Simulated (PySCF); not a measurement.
## B⁺: ionisation energy

B⁺ [He] 2s2 (1S) → B²⁺ [He] 2s1 (2S), as a difference of total energies. Calculation: PySCF 2.14, in dyall-av2z (11s7p2d, 42 functions); the non-relativistic Hamiltonian (point nucleus). Correlated levels: valence: 1s2 frozen; virtual orbitals above 40 to 60 times the deepest correlated orbital energy dropped. The calculations carry no spin-orbit coupling.

```csv
method,ionisation energy (eV),error (eV)
UHF,23.437,-1.718
MP2 (valence),24.398,-0.757
SCS-MP2 (valence),24.591,-0.564
CCSD (valence),25.084,-0.071
```

Reference: 25.155 eV (measured; NIST Atomic Spectra Database, ionization energies).

Errors of the correlated levels include the incompleteness of this basis and the frozen core.

With two correlated electrons CCSD is exact in that space.

The coupled-cluster amplitudes are large for B⁺ (T1 above 0.03 or a double amplitude above 0.15), so a single reference is strained.
